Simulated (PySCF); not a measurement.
PySCF 2.14 output of an unrestricted B3LYP calculation on a single atom or ion in cc-pVDZ-PP with ECP28MDF (4s4p3d1f, 38 functions), with scalar relativity through the core potential:

```
SCF conv_tol = 1e-09
number electrons alpha = 9  beta = 8
    P. J. Stephens, F. J. Devlin, C. F. Chabalowski, and M. J. Frisch.,  J. Phys. Chem. 98, 11623 (1994)
cycle= 1 E= -127.171941538783  delta_E= -0.0053  |g|= 0.0758  |ddm|= 0.193
cycle= 2 E= -127.171027884749  delta_E= 0.000914  |g|= 0.0972  |ddm|= 0.116
cycle= 3 E= -127.173670992912  delta_E= -0.00264  |g|= 0.00155  |ddm|= 0.0655
cycle= 4 E= -127.173675499908  delta_E= -4.51e-06  |g|= 0.000524  |ddm|= 0.00344
cycle= 5 E= -127.173676853766  delta_E= -1.35e-06  |g|= 0.000109  |ddm|= 0.0028
cycle= 6 E= -127.17367691962  delta_E= -6.59e-08  |g|= 1.95e-05  |ddm|= 0.000703
cycle= 7 E= -127.17367692038  delta_E= -7.61e-10  |g|= 2.32e-06  |ddm|= 7.1e-05
converged SCF energy = -127.17367692038  <S^2> = 0.75281617  2S+1 = 2.0028142
```

The run itself started from symmetry-adapted Hartree-Fock orbitals and held the occupation by maximum overlap, on a logarithmic radial grid, so the iterations belong to that start.

Question: Which element, charge and spin multiplicity is this?

Answer: Pd⁺ (palladium, charge +1), multiplicity 2; the state was [Kr] 4d9, 2D determinant.

Energies and moments cover only the electrons outside the core potential.
